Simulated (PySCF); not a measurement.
Calculation: TPSSh-D3(BJ)/def2-TZVP // CAM-B3LYP-D3(BJ)/def2-TZVP run with PySCF. Gas-phase values, no solvent. Delta-SCF ions had no search for a lower state. 

Reference species (SMILES): `[F][AlH][F]` (neutral, multiplicity 1).

```yaml
HOMO–LUMO gap: 8.32 eV
vertical ionisation energy (Delta-SCF): 12.76 eV
```

Changed species: `[AlH3]` (0 of 3 H replaced by F; the reference has 2 of 3 H replaced by F).

Q: Give the shifts of the HOMO–LUMO gap and vertical ionisation energy (Delta-SCF).

A: the HOMO–LUMO gap decreases by 2.27 eV, to 6.05 eV; the vertical ionisation energy (Delta-SCF) drops by 1.63 eV, to 11.13 eV.
